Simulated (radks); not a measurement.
Results of a calculation; reference values are marked as such.
Effect of the nuclear size on neutral magnesium, [Ne] 3s2. Level of theory: Dirac Kohn-Sham, relativistic LDA (MacDonald-Vosko exchange, VWN5 correlation), spin-unpolarised, spherical densities, finite nucleus; Fermi nuclear charge, rms radius 3.057 fm (a radial shooting solver on a logarithmic mesh with Libxc functionals). The rms radius is varied about that value; shifts are against it.

| rms radius (fm) | total energy shift (eV) | density at nucleus (e/bohr^3) | 1s1/2 shift (meV) |
|---|---|---|---|
| 2.5893 | -0.000739 | 1149 | -0.306 |
| 2.7574 | -0.000487 | 1148 | -0.202 |
| 3.057 | 0 | 1147 | 0.000 |
| 3.2893 | 0.000412 | 1146 | 0.170 |
| 3.7601 | 0.00134 | 1144 | 0.553 |

Slopes of the eigenvalues against <r^2> in GHz/fm^2, as finite differences over the two radii next to the reference (eigenvalue slopes, not the field-shift constants of lines): 1s1/2 28.0.
